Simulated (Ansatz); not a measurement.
Geometry optimisation, Ansatz 0.2.0, UKS r2SCAN-D4/STO-3G.

Input:

```yaml
crystal:
  periodic: [false, false, false]
  atoms:
    - { symbol: B, position_ang: [-0.4027, -2.4046, -0.3674] }
    - { symbol: C, position_ang: [0.0975, -0.8956, -0.6158] }
    - { symbol: F, position_ang: [1.2398, -0.7194, -1.3409] }
    - { symbol: O, position_ang: [-0.8007, -0.0189, -1.0315] }
    - { symbol: Si, position_ang: [-0.3441, 0.4077, 0.5811] }
    - { symbol: C, position_ang: [0.6132, 2.0278, 0.4763] }
    - { symbol: H, position_ang: [-0.3177, -2.8678, 0.6848] }
    - { symbol: H, position_ang: [-0.8983, -2.9415, -1.2807] }
    - { symbol: H, position_ang: [-1.5304, 0.3607, 1.5036] }
    - { symbol: H, position_ang: [1.5762, 1.8324, -0.0234] }
    - { symbol: H, position_ang: [0.0081, 2.7585, -0.0665] }
    - { symbol: H, position_ang: [0.8361, 2.4055, 1.5144] }
magnetization:
  spin_polarized: true
basis:
  gaussian: { orbitals: STO-3G }
hamiltonian:
  xc: r2scan
  dispersion: d4
relax:
  f_tol: 0.02
  max_steps: 40
output:
  orbitals: {}
```

Launched with:

```bash
$ ansatz run input.yaml --threads 1 --pin off --max-ram 2048MiB --backend cpu --events-out ev --progress --plain --runs-dir out
```

Task: Where does it end, and by what steps?

Result: The run converged. Limits of this set-up: minimal basis. After 22 steps the energy has fallen by 2.614 eV; H7 moved furthest, 1.21 Å. Joined: B1–O4.

```json
{"step": "0", "energy less start (eV)": "0.0000", "largest force component (eV/Å)": "6.185", "accepted": "yes"}
{"step": "1", "energy less start (eV)": "-0.7218", "largest force component (eV/Å)": "2.110", "accepted": "yes"}
{"step": "2", "energy less start (eV)": "-0.8315", "largest force component (eV/Å)": "0.881", "accepted": "yes"}
{"step": "3", "energy less start (eV)": "-0.8963", "largest force component (eV/Å)": "0.474", "accepted": "yes"}
{"step": "4", "energy less start (eV)": "-0.9171", "largest force component (eV/Å)": "0.267", "accepted": "yes"}
{"step": "5", "energy less start (eV)": "-0.9462", "largest force component (eV/Å)": "0.272", "accepted": "yes"}
{"step": "6", "energy less start (eV)": "-1.0130", "largest force component (eV/Å)": "0.773", "accepted": "yes"}
{"step": "7", "energy less start (eV)": "-1.1284", "largest force component (eV/Å)": "1.176", "accepted": "yes"}
{"step": "8", "energy less start (eV)": "-1.3212", "largest force component (eV/Å)": "1.109", "accepted": "yes"}
{"step": "9", "energy less start (eV)": "-1.7418", "largest force component (eV/Å)": "1.469", "accepted": "yes"}
{"step": "10", "energy less start (eV)": "-2.1711", "largest force component (eV/Å)": "1.312", "accepted": "yes"}
{"step": "11", "energy less start (eV)": "-2.4082", "largest force component (eV/Å)": "1.663", "accepted": "yes"}
{"step": "12", "energy less start (eV)": "-2.5482", "largest force component (eV/Å)": "0.713", "accepted": "yes"}
{"step": "13", "energy less start (eV)": "-2.5980", "largest force component (eV/Å)": "0.436", "accepted": "yes"}
{"step": "14", "energy less start (eV)": "-2.6079", "largest force component (eV/Å)": "0.101", "accepted": "yes"}
{"step": "15", "energy less start (eV)": "-2.6096", "largest force component (eV/Å)": "0.039", "accepted": "yes"}
{"step": "16", "energy less start (eV)": "-2.6107", "largest force component (eV/Å)": "0.045", "accepted": "yes"}
{"step": "17", "energy less start (eV)": "-2.6116", "largest force component (eV/Å)": "0.089", "accepted": "yes"}
{"step": "18", "energy less start (eV)": "-2.6125", "largest force component (eV/Å)": "0.063", "accepted": "yes"}
{"step": "19", "energy less start (eV)": "-2.6135", "largest force component (eV/Å)": "0.066", "accepted": "yes"}
{"step": "20", "energy less start (eV)": "-2.6139", "largest force component (eV/Å)": "0.070", "accepted": "yes"}
{"step": "21", "energy less start (eV)": "-2.6142", "largest force component (eV/Å)": "0.041", "accepted": "yes"}
{"step": "22", "energy less start (eV)": "-2.6144", "largest force component (eV/Å)": "0.011", "accepted": "yes"}
```

```xyz
12
Properties=species:S:1:pos:R:3
B -0.658 -1.978 -0.518
C 0.690 -1.187 -0.218
F 1.789 -1.109 -1.008
O -0.690 -0.440 -0.888
Si -0.099 0.267 0.633
C 0.423 2.039 0.373
H -1.331 -2.284 0.394
H -0.692 -2.633 -1.488
H -0.946 0.039 1.789
H 1.012 2.144 -0.544
H -0.453 2.695 0.296
H 1.032 2.393 1.213
```

Whether the end is a true minimum wasn't checked by a vibrational analysis.

Time of the run: 4.1 min on 1 thread of AMD EPYC 7R43 64-Core Processor (Zen 3), on a shared host, peak memory 0.28 GiB.
